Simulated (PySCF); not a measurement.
## Polarisability and C₆ of Zr (zirconium, neutral)

[Kr] 4d2 5s2, high-spin 3F determinant. All numbers are calculated (PySCF 2.14, scalar relativity through the core potential, in aug-cc-pVTZ-PP with one added diffuse shell each of s, p, d, f, g type with ECP28MDF (7s7p6d4f3g, 113 functions)). Coupled (time-dependent) response in atomic units; α is the mean over directions.

```
method  mean α (bohr³)  C₆ (like pair)   S(−4)
   UHF           194.6            2517  205900
   PBE           121.4            1693    6627
  PBE0           127.3            1800    7529
```

S(−4) is the Cauchy moment in α(ω) = α(0) + S(−4) ω² + …

Reference α: 112 ± 13 bohr³ (recommended; Schwerdtfeger and Nagle, table of static dipole polarizabilities (2023 update)). Published C₆: 1360 (Gould and Bucko (2016)).

Spin-orbit coupling is absent.

Hartree-Fock lies above the reference because it lacks correlation, which contracts the outer shell.

α(iu) at PBE0:

```csv
u (hartree),α(iu) (bohr³)
0,127.3
0.0500,111.6
0.100,83.65
0.200,45.14
0.300,27.71
0.500,14.26
0.750,8.364
1.00,5.705
1.50,3.236
2.00,2.093
3.00,1.070
5.00,0.4248
```

A single London oscillator, α(iu) = α/(1 + u²/ω²), gives C₆ = (3/4) ω α². Matching the computed C₆ needs ω = 4 × 1800 / (3 × 127.3²) = 0.148 hartree.

Energies and moments cover only the electrons outside the core potential.
